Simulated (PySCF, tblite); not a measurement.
Species: C8H8O.
SMILES with atom numbers: `[CH2:1]=[C:2]1[CH:3]=[CH:4]/[C:5]1=[CH:6]\[C:7]([CH3:8])=[O:9]` (hydrogens: H10, H11 on C1; H12 on C3; H13 on C4; H14 on C6; H15, H16, H17 on C8)

The geometry is computed with GFN2-xTB (gas phase).

Task: List the bond lengths, angles and torsions at this level.

Result: 
```csv
bond,length (Å),order
C1=C2,1.321,double
C2–C3,1.474,single
C3=C4,1.354,double
C4–C5,1.466,single
C5=C6,1.336,double
C6–C7,1.469,single
C7–C8,1.511,single
C7=O9,1.212,double
C2–C5,1.495,single
C1–H10,1.076,single
C1–H11,1.077,single
C3–H12,1.074,single
C4–H13,1.072,single
C6–H14,1.081,single
"C8–H15, C8–H16, C8–H17",1.088,single
```

Bonds in one row agree within 0.01 Å and their mean is given. Orders are formal, as drawn. A selection of angles:
```csv
angle,degrees
C2–C1–H10,121.5
C2–C1–H11,121.5
H10–C1–H11,117.0
C1–C2–C3,137.0
C1–C2–C5,136.1
C3–C2–C5,86.9
C2–C3–C4,92.8
C2–C3–H12,132.6
C4–C3–H12,134.5
C3–C4–C5,92.6
C3–C4–H13,135.7
C5–C4–H13,131.7
C4–C5–C6,136.5
C2–C5–C4,87.7
C2–C5–C6,135.9
C5–C6–C7,122.6
C5–C6–H14,119.9
C7–C6–H14,117.4
C6–C7–C8,114.1
C6–C7–O9,123.5
C8–C7–O9,122.4
C7–C8–H15,109.6
H15–C8–H16,109.6
H15–C8–H17,108.2
```

Dihedral angles: C1–C2–C3–C4 -179° (antiperiplanar); C2–C3–C4–C5 0° (synperiplanar); C3–C4–C5–C6 -179° (antiperiplanar); C4–C5–C6–C7 -1° (synperiplanar); C5–C6–C7–C8 178° (antiperiplanar); C1–C2–C5–C4 179° (antiperiplanar). The mirror-image conformer, all signs reversed, is as good.

The 4-membered ring C2–C3–C4–C5 has internal angles of 86.9° to 92.8° (sum 360°, against 360° for a flat polygon); it is planar, 0.00 Å rms from its mean plane, widest ring torsion 0°. Of the pairs four or more bonds apart, C4···O9 is among the closest relative to their van der Waals radii: 3.01 Å, 94 % of the sum of Bondi's values. The 8 C–C bonds span 1.321 Å (C1=C2, drawn double) to 1.511 Å (C7–C8, drawn single), a spread of 0.190 Å. The 9 heavy atoms lie in one plane (0.020 Å rms).

Point group: near Cs, missed by 0.10 Å at most; the miss may be what the optimiser left on a soft mode. Its GFN2-xTB frequencies are all real (lowest 48 cm⁻¹). The numbers are those of one conformer. 3 starts were optimised and ended at 0.00, 0.00 and 1.10 kcal/mol (GFN2-xTB); the lowest of these is shown.
